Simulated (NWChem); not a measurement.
Molecule: C₂H₇NOSi; SMILES [SiH3]/N=C/CO

```xyz
12

O      0.4817     2.8317     0.0840
C     -0.4922     1.8417    -0.0842
C      0.0927     0.4577    -0.1904
N     -0.5206    -0.5793     0.1934
Si     0.0843    -2.2179     0.0487
H      0.8702     2.7251     0.9584
H     -1.2727     1.8392     0.6999
H     -1.0038     2.0580    -1.0394
H      1.1081     0.4488    -0.6541
H      0.1255    -2.8241     1.4112
H     -0.8649    -2.9954    -0.7994
H      1.4567    -2.2732    -0.5613
```
Atoms are numbered in this order, from 1.

Computed with NWChem. Pople sets run with spherical d functions. Coordinates come from a PBE0/def2-SVP optimisation. Not confirmed as a minimum by frequencies. Isolated, static molecule.

GIAO at B3LYP/6-311G**: principal shieldings of C2 are 85.3, 104.2, 135.6 ppm; an isolated tetramethylsilane molecule has σ = 183.0 ppm at the same levels.

Problem. Find the isotropic 13C shift, its principal values, the span and the skew.

Solution. 
1. σ(iso) = one third of the sum = 108.4 ppm.
2. δ = σ(reference) − σ = 74.6 ppm against tetramethylsilane.
3. δ11, δ22, δ33 = 97.7, 78.8, 47.4 ppm.
4. Span Ω = δ11 − δ33 = 50.3 ppm; skew κ = 3(δ22 − δ(iso))/Ω = 0.25.
